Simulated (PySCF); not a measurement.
This PySCF input asks for the NMR shieldings of `N#CC[C@H]1CC[SiH2]CCO1`, C7H13NOSi; the geometry comes from GFN2-xTB.

```python
import basis_set_exchange as bse
import numpy as np
from pyscf import gto, dft
from pyscf.prop import nmr

atoms = """
N     3.673155   -0.718082    1.944482
C     3.082883   -0.470631    0.997977
C     2.334007   -0.159027   -0.192121
C     0.989623    0.523658    0.152848
C     0.219809    0.876141   -1.122201
C    -1.090154    1.577220   -0.778122
Si   -2.189225    0.541453    0.395320
C    -1.730866   -1.292161    0.131802
C    -0.317522   -1.465690    0.683279
O     0.216931   -0.206942    1.076412
H     2.925752    0.518878   -0.812593
H     2.168345   -1.082858   -0.753955
H     1.208931    1.449593    0.700848
H     0.848207    1.519153   -1.744756
H     0.014062   -0.035599   -1.687943
H    -0.868766    2.542102   -0.321782
H    -1.625406    1.788459   -1.704279
H    -2.087293    0.949870    1.792832
H    -3.583182    0.705473   -0.051014
H    -2.426139   -1.950831    0.646062
H    -1.778404   -1.555260   -0.924949
H     0.343672   -1.975926   -0.024018
H    -0.333172   -2.052010    1.605949
"""
names = dict.fromkeys(["N", "C", "Si", "O", "H"], "pcSseg-1")
basis = {el: gto.basis.parse(bse.get_basis(n, elements=[el], fmt="nwchem")) for el, n in names.items()}
mol = gto.M(atom=atoms, basis=basis, charge=0, verbose=0)
mf = dft.RKS(mol, xc="PBE0")
mf.grids.level = 2
mf.grids.alignment = dft.numint.BLKSIZE   # the property module wants whole blocks of grid points
mf.conv_tol = 1e-9
mf.kernel()

calc = nmr.RKS(mf)   # GIAO
C = mf.mo_coeff
Co = C[:, mf.mo_occ > 0]
resp = mf.gen_response(singlet=True, hermi=2)
def vind(x):   # induced exchange potential for any number of trial vectors
    d = np.einsum("pi,xij,qj->xpq", C, 2 * x.reshape(-1, C.shape[1], Co.shape[1]), Co, optimize=True)
    return np.einsum("xpq,pi,qj->xij", resp(d - d.transpose(0, 2, 1)), C, Co, optimize=True).ravel()
mo1, _ = nmr.rhf.solve_mo1(calc, with_cphf=vind)
sigma = calc.kernel(mo1)
for i, s in enumerate(sigma):   # ppm
    print("%2d %-2s %9.2f" % (i, mol.atom_pure_symbol(i), np.trace(s) / 3))
```

Question: What does it print?

Answer: 
```
 0 N     -33.79
 1 C      65.08
 2 C     165.86
 3 C     105.41
 4 C     153.25
 5 C     178.98
 6 Si    402.24
 7 C     169.67
 8 C     128.22
 9 O     260.13
10 H      29.74
11 H      29.14
12 H      27.67
13 H      30.06
14 H      30.28
15 H      30.88
16 H      30.81
17 H      27.19
18 H      27.58
19 H      30.27
20 H      30.41
21 H      28.10
22 H      27.67
```

These numbers come from an equivalent density-fitted implementation of the same equations, which agrees with the script to about 0.01 ppm for H and up to a few tenths of a ppm for heavy atoms, so last digits may differ.

Question: Turn these shieldings into chemical shifts. Chemical shifts δ = σref − σ; $^{15}$N (σ = 267.73 ppm) against NH3; $^{13}$C (σ = 186.93 ppm) and $^{29}$Si (σ = 349.16 ppm) and $^{1}$H (σ = 31.72 ppm) vs TMS; $^{17}$O (σ = 336.08 ppm) vs H2O, all at this level.

Answer: Averaging equivalent atoms: N 0: 301.5; C 1: 121.8; C 3: 81.5; C 8: 58.7; C 4: 33.7; C 2: 21.1; C 7: 17.3; C 5: 7.9; Si 6: -53.1; O 9: 76.0; H 17: 4.53; H 18: 4.14; H 22: 4.05; H 12: 4.04; H 21: 3.62; H 11: 2.57; H 10: 1.98; H 13: 1.65; H 19: 1.45; H 14: 1.44; H 20: 1.31; H 16: 0.91; H 15: 0.83 ppm. Experimental scales use liquid or dissolved standards, which lie at an offset from isolated NH3 (liquid NH3: subtract about 20 ppm) and H2O (liquid H2O: subtract about 36 ppm). Unscaled 15N shifts of sp2 nitrogen come out 20 to 40 ppm too high even then.

Size and cost of the density-fitted run: 242 basis functions, 43 s wall time on 1 thread of an Intel Xeon 6975P-C, shared host; peak memory 1 GiB.
